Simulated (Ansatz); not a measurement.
Relaxation of the cluster Be₅ with RKS PBE/def2-TZVP.

```sh
$ ansatz run in.yaml --threads 4 --pin off --events-out ev --progress --plain --max-ram 3916MiB
```

```yaml
crystal:
  periodic: [false, false, false]
  atoms:
    - {symbol: Be, position_ang: [-0.452800, -1.382400, -1.396420]}
    - {symbol: Be, position_ang: [1.012870, 0.119390, -0.417000]}
    - {symbol: Be, position_ang: [-0.964880, 0.544760, -0.230280]}
    - {symbol: Be, position_ang: [0.529020, 1.607910, 1.139520]}
    - {symbol: Be, position_ang: [-0.124210, -0.889660, 0.904190]}
basis:
  gaussian: {orbitals: def2-TZVP}
hamiltonian: {xc: pbe}
scf: {omitted_lower_state_checks: [starts]}
output: {orbitals: {seedname: orbitals}}
relax: {f_tol: 0.02, max_steps: 100}
```

Hardware: 4 threads of Arm Neoverse V2 on a shared host. Wall time 5.5 s.

Positions (Å) and forces (eV/Å) at steps 1, 2, 3, 4, 5 of 5:

```xyz
5
step=1 energy=-1996.7919 eV
Be   -0.453   -1.382   -1.396    0.305    0.930    1.159
Be    1.013    0.119   -0.417   -0.360    0.019   -0.171
Be   -0.965    0.545   -0.230    0.410   -0.056   -0.173
Be    0.529    1.608    1.140   -0.407   -1.081   -0.547
Be   -0.124   -0.890    0.904    0.052    0.188   -0.269
5
step=2 energy=-1997.2622 eV
Be   -0.418   -1.275   -1.237    0.140    0.413    0.616
Be    1.012    0.124   -0.471   -0.189    0.007   -0.089
Be   -0.949    0.564   -0.271    0.235   -0.034   -0.072
Be    0.465    1.440    1.091   -0.277   -0.794   -0.244
Be   -0.109   -0.852    0.889    0.091    0.408   -0.210
5
step=3 energy=-1997.4402 eV
Be   -0.400   -1.227   -1.120   -0.042   -0.123    0.003
Be    1.011    0.136   -0.527    0.111    0.102   -0.139
Be   -0.936    0.586   -0.315   -0.091    0.139   -0.151
Be    0.405    1.253    1.085    0.031    0.055    0.137
Be   -0.080   -0.747    0.877   -0.009   -0.172    0.150
5
step=4 energy=-1997.4465 eV
Be   -0.408   -1.258   -1.098    0.013    0.047   -0.023
Be    1.010    0.162   -0.552    0.022   -0.050    0.047
Be   -0.928    0.608   -0.346   -0.030   -0.043    0.063
Be    0.404    1.241    1.119   -0.001    0.010   -0.054
Be   -0.078   -0.753    0.877   -0.005    0.035   -0.033
5
step=5 energy=-1997.4483 eV
Be   -0.405   -1.247   -1.107    0.000    0.000   -0.001
Be    1.013    0.153   -0.543    0.002    0.000    0.000
Be   -0.934    0.601   -0.335   -0.002    0.000    0.000
Be    0.405    1.247    1.107    0.000    0.002    0.000
Be   -0.080   -0.753    0.878    0.000   -0.002    0.001
```

The structure comes from a short search, and lower isomers may exist.
